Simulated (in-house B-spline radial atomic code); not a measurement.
## Ionising Cd3+ with different functionals

Computed with a radial B-spline atomic code at the basis-set limit: non-relativistic Hamiltonian, point nucleus, spin-polarised at highest spin, spherical fractional occupations for the functionals, and exact exchange of hybrids averaged over the configuration. The ionisation energy is the difference of two self-consistent energies, [Kr] 4d9 → [Kr] 4d8, without Breit or QED terms; ε is the level of the shell that loses the electron (its least bound occupied spin orbital). There is no spin-orbit coupling in this Hamiltonian.

```json
{"method": "PBE0", "rung": "global hybrid", "ΔSCF (eV)": "53.95", "-ε(4d) (eV)": "48.32"}
{"method": "B3LYP", "rung": "global hybrid", "ΔSCF (eV)": "54.03", "-ε(4d) (eV)": "47.91"}
{"method": "TPSSh", "rung": "global hybrid", "ΔSCF (eV)": "53.92", "-ε(4d) (eV)": "46.83"}
{"method": "M06-2X", "rung": "global hybrid", "ΔSCF (eV)": "53.82", "-ε(4d) (eV)": "50.93"}
{"method": "BHandHLYP", "rung": "global hybrid", "ΔSCF (eV)": "53.73", "-ε(4d) (eV)": "50.54"}
{"method": "r2SCAN0", "rung": "global hybrid", "ΔSCF (eV)": "54.07", "-ε(4d) (eV)": "48.50"}
{"method": "B97-1", "rung": "global hybrid", "ΔSCF (eV)": "53.93", "-ε(4d) (eV)": "47.88"}
{"method": "HSE06", "rung": "range-separated hybrid", "ΔSCF (eV)": "53.93", "-ε(4d) (eV)": "47.88"}
{"method": "wB97X", "rung": "range-separated hybrid", "ΔSCF (eV)": "53.78", "-ε(4d) (eV)": "50.77"}
{"method": "CAM-B3LYP", "rung": "range-separated hybrid", "ΔSCF (eV)": "53.97", "-ε(4d) (eV)": "49.84"}
{"method": "LC-wPBE", "rung": "range-separated hybrid", "ΔSCF (eV)": "53.93", "-ε(4d) (eV)": "51.10"}
```

(1) Among the functionals, which spreads more, the ΔSCF values or the orbital energies?

(2) How do they compare with the NIST value?

Answers

(1) The orbital energies: ΔSCF values span about 0.33 eV and the orbital energies 4.27 eV; here energy differences depend much less on the functional than eigenvalues do.

(2) NIST lists 51 eV ± 1.7 (tabulated theory, ground level to ground level). Errors run from +2.73 to +3.07 eV; all lie within about twice that uncertainty, so the table can't rank the methods.
